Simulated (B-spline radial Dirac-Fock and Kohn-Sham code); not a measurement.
# Two-hole binding energies of Gd

System: the Gd atom, [Xe] 4f5 5d3 6s2 (an excited configuration).

Calculated with a radial B-spline solver, using ΔSCF Dirac-Fock with Breit, self-energy and vacuum polarisation, finite nucleus, configuration average. U is the two-hole binding energy less the two single-hole energies, the effective repulsion of the holes after relaxation. Each two-hole energy is an average over J within one jj subconfiguration.

```tsv
holes	E(a) (eV)	E(b) (eV)	E(ab) (eV)	U (eV)
1s⁻¹ 2p1/2⁻¹	50265.2	7961.0	58550.1	324.0
1s⁻¹ 2p3/2⁻¹	50265.2	7273.4	57819.0	280.4
2s⁻²	8412.1	8412.1	17003.5	179.3
2p1/2⁻¹ 2p3/2⁻¹	7961.0	7273.4	15433.5	199.1
2p3/2⁻²	7273.4	7273.4	14741.8	194.9
2s⁻¹ 3p1/2⁻¹	8412.1	1725.4	10212.8	75.3
2s⁻¹ 3d3/2⁻¹	8412.1	1250.3	9742.1	79.7
2p1/2⁻¹ 3p3/2⁻¹	7961.0	1582.1	9617.5	74.4
2p3/2⁻¹ 3d3/2⁻¹	7273.4	1250.3	8605.2	81.4
2p3/2⁻¹ 3d5/2⁻¹	7273.4	1220.0	8570.4	77.0
3p1/2⁻²	1725.4	1725.4	3509.5	58.6
3p1/2⁻¹ 3p3/2⁻¹	1725.4	1582.1	3359.1	51.6
3d3/2⁻²	1250.3	1250.3	2561.1	60.4
3d5/2⁻²	1220.0	1220.0	?	?
```

Task: Give the missing two-hole energy and U.

Result: E(ab) = 2499.6 eV and U = 59.7 eV.
